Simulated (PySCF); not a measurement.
Record of a relaxation.

C2H4N2OSi.
Numbering: `[N:1]#[C:2]/[CH:3]=[N:4]/[SiH2:5][OH:6]` (hydrogens: H7 on C3; H8, H9 on Si5; H10 on O6)

Method: PySCF, PBE0-D3(BJ)/def2-SVP geometry optimisation, gas phase; density fitting, grid level 1; the optimiser is geomeTRIC in internal coordinates, started from a GFN2-xTB structure with every atom displaced at random (about 0.01 Å). 9 of its 12 geometries are shown. The frame can shift and turn from step to step; on so coarse a grid that alone can change the energy by a few meV, and forces under 0.02 eV/Å are noise.

Step 0: E = -15024.1901 eV, largest atomic force 4.886 eV/Å
```
atom  x, y, z in Å  |  force x, y, z in eV/Å
N1      3.550    1.027    0.002    0.029   0.072   0.022
C2      2.544    0.455   -0.047    0.937   0.322  -0.065
C3      1.326   -0.303   -0.118    3.640  -1.823  -0.789
N4      0.270    0.222    0.136   -4.557   1.546   0.848
Si5    -1.390   -0.386    0.211    0.925   1.003   0.518
O6     -2.310    0.703   -0.561   -0.789  -0.004  -0.675
H7      1.516   -1.353   -0.396   -0.129  -0.407  -0.123
H8     -1.597   -0.407    1.660   -0.171  -0.211   0.522
H9     -1.693   -1.612   -0.459   -0.031  -1.165  -0.433
H10    -2.165    1.634   -0.449    0.146   0.666   0.175
```

Step 1: E = -15024.4127 eV, largest atomic force 1.211 eV/Å
```
atom  x, y, z in Å  |  force x, y, z in eV/Å
N1      3.505    0.877   -0.441    0.037   0.017  -0.007
C2      2.493    0.316   -0.471   -0.042  -0.038  -0.019
C3      1.239   -0.411   -0.502   -1.068   0.506   0.263
N4      0.140    0.169   -0.222    0.972  -0.237  -0.109
Si5    -1.514   -0.400   -0.111    0.059  -0.268  -0.093
O6     -2.476    0.695   -0.888    0.011   0.069  -0.003
H7      1.335   -1.477   -0.775    0.051  -0.142  -0.042
H8     -1.778   -0.514    1.351    0.014   0.079   0.028
H9     -1.733   -1.729   -0.764   -0.021   0.152  -0.022
H10    -2.308    1.629   -0.710   -0.013  -0.138   0.005
```

Step 3: E = -15024.4333 eV, largest atomic force 0.349 eV/Å
```
atom  x, y, z in Å  |  force x, y, z in eV/Å
N1      3.533    0.808   -0.463   -0.011  -0.019  -0.002
C2      2.495    0.292   -0.476    0.031   0.057  -0.042
C3      1.210   -0.381   -0.494    0.190  -0.288   0.050
N4      0.148    0.223   -0.194   -0.150   0.227   0.059
Si5    -1.491   -0.396   -0.110   -0.068  -0.013   0.009
O6     -2.479    0.671   -0.894   -0.007  -0.012  -0.027
H7      1.279   -1.457   -0.761   -0.001   0.042  -0.056
H8     -1.771   -0.505    1.351    0.003   0.004  -0.012
H9     -1.671   -1.702   -0.800    0.026  -0.042  -0.001
H10    -2.349    1.602   -0.693   -0.014   0.044   0.021
```

Step 4: E = -15024.4370 eV, largest atomic force 0.396 eV/Å
```
atom  x, y, z in Å  |  force x, y, z in eV/Å
N1      3.543    0.781   -0.478   -0.001  -0.008  -0.006
C2      2.499    0.280   -0.476   -0.011   0.003   0.020
C3      1.203   -0.379   -0.479    0.304  -0.200  -0.157
N4      0.154    0.240   -0.169   -0.241   0.179   0.117
Si5    -1.487   -0.390   -0.105   -0.040   0.031  -0.002
O6     -2.477    0.667   -0.902    0.025  -0.013  -0.005
H7      1.256   -1.446   -0.786   -0.023   0.031   0.022
H8     -1.783   -0.499    1.352   -0.008  -0.007  -0.012
H9     -1.636   -1.696   -0.802    0.015  -0.041   0.008
H10    -2.369    1.599   -0.690   -0.018   0.024   0.016
```

Step 6: E = -15024.4411 eV, largest atomic force 0.239 eV/Å
```
atom  x, y, z in Å  |  force x, y, z in eV/Å
N1      3.572    0.690   -0.482    0.003   0.020   0.010
C2      2.506    0.236   -0.481    0.016  -0.107  -0.043
C3      1.187   -0.371   -0.497    0.020   0.235   0.038
N4      0.174    0.286   -0.121   -0.030  -0.162  -0.020
Si5    -1.467   -0.364   -0.087    0.018   0.021  -0.020
O6     -2.466    0.661   -0.914    0.037   0.009  -0.002
H7      1.181   -1.419   -0.864   -0.025  -0.003   0.012
H8     -1.807   -0.471    1.359   -0.005  -0.001   0.010
H9     -1.545   -1.685   -0.775   -0.021   0.017   0.011
H10    -2.432    1.592   -0.672   -0.014  -0.026   0.004
```

Step 7: E = -15024.4423 eV, largest atomic force 0.129 eV/Å
```
atom  x, y, z in Å  |  force x, y, z in eV/Å
N1      3.593    0.651   -0.492    0.002   0.002   0.004
C2      2.517    0.223   -0.487   -0.035   0.020   0.002
C3      1.184   -0.353   -0.496   -0.092   0.059   0.019
N4      0.174    0.299   -0.104    0.094  -0.087  -0.017
Si5    -1.464   -0.361   -0.082    0.021   0.017  -0.004
O6     -2.463    0.656   -0.918    0.024   0.010  -0.012
H7      1.160   -1.395   -0.877    0.006  -0.024  -0.007
H8     -1.819   -0.470    1.361    0.005   0.005   0.004
H9     -1.528   -1.681   -0.770   -0.013   0.010   0.006
H10    -2.451    1.586   -0.669   -0.012  -0.013   0.006
```

Step 8: E = -15024.4431 eV, largest atomic force 0.059 eV/Å
```
atom  x, y, z in Å  |  force x, y, z in eV/Å
N1      3.582    0.677   -0.490   -0.001   0.000   0.001
C2      2.513    0.231   -0.487   -0.002   0.007   0.000
C3      1.189   -0.362   -0.497   -0.053   0.026   0.003
N4      0.173    0.282   -0.111    0.040  -0.040   0.001
Si5    -1.468   -0.365   -0.083    0.009   0.003  -0.001
O6     -2.459    0.662   -0.916    0.017   0.005  -0.012
H7      1.177   -1.407   -0.872    0.003  -0.007  -0.004
H8     -1.816   -0.471    1.362    0.004   0.007   0.001
H9     -1.553   -1.684   -0.770   -0.006   0.003   0.003
H10    -2.433    1.592   -0.669   -0.011  -0.003   0.009
```

Step 10: E = -15024.4442 eV, largest atomic force 0.027 eV/Å
```
atom  x, y, z in Å  |  force x, y, z in eV/Å
N1      3.584    0.653   -0.500   -0.002  -0.001  -0.003
C2      2.513    0.212   -0.501    0.026  -0.006  -0.002
C3      1.185   -0.372   -0.514    0.007  -0.007  -0.002
N4      0.186    0.263   -0.076   -0.020   0.004   0.002
Si5    -1.465   -0.357   -0.064   -0.009  -0.009   0.011
O6     -2.425    0.677   -0.922   -0.004   0.003  -0.012
H7      1.155   -1.399   -0.937    0.001   0.009   0.001
H8     -1.835   -0.444    1.377    0.002   0.004  -0.001
H9     -1.564   -1.679   -0.743    0.002  -0.003  -0.003
H10    -2.431    1.601   -0.654   -0.002   0.006   0.010
```

Step 11: E = -15024.4442 eV, largest atomic force under 0.02 eV/Å
```
atom  x, y, z in Å  |  force x, y, z in eV/Å
N1      3.588    0.640   -0.505    0.000  -0.001  -0.003
C2      2.515    0.204   -0.505    0.010  -0.003   0.002
C3      1.184   -0.373   -0.518    0.006  -0.007   0.000
N4      0.189    0.261   -0.067   -0.011   0.005  -0.004
Si5    -1.464   -0.354   -0.059   -0.004  -0.005   0.008
O6     -2.419    0.682   -0.922   -0.004   0.003  -0.008
H7      1.147   -1.394   -0.953    0.000   0.004  -0.001
H8     -1.840   -0.436    1.380    0.001   0.002   0.000
H9     -1.563   -1.677   -0.738    0.001   0.000  -0.002
H10    -2.435    1.603   -0.646    0.000   0.003   0.007
```

Question: Summarise the path.

Answer: The energy falls by 0.2541 eV from step 0 to step 11; nine tenths of that is first reached at step 2. It falls at every step. The largest force goes from 4.886 to under 0.02 eV/Å. Among the bonds Si5–H9 changes most, from 1.430 to 1.490 Å; the atoms move by 0.191 Å rms after alignment.

What follows is the cost of the whole optimisation. On one thread of an Arm Neoverse V2, no GPU, shared host, this took 45 s and 0.42 GiB of memory at its peak.
